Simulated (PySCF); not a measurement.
A calculated (UHF, PySCF 2.14, def2-SVP, the non-relativistic Hamiltonian (point nucleus)) atom or ion has these occupied shells.

```json
{"shell": "1s α", "electrons": "1", "orbital energy (eV)": "-444.22", "rms radius, mean of both spins (bohr)": "0.265"}
{"shell": "1s β", "electrons": "1", "orbital energy (eV)": "-442.10", "rms radius, mean of both spins (bohr)": "0.265"}
{"shell": "2s α", "electrons": "1", "orbital energy (eV)": "-43.668", "rms radius, mean of both spins (bohr)": "1.39"}
{"shell": "2s β", "electrons": "1", "orbital energy (eV)": "-35.128", "rms radius, mean of both spins (bohr)": "1.39"}
{"shell": "2p α", "electrons": "2", "orbital energy (eV)": "-30.503", "rms radius, mean of both spins (bohr)": "1.40"}
```

(1) Name the element and its charge.

Results:

(1) N+ (nitrogen, charge +1), in [He] 2s2 2p2, high-spin 3P determinant.
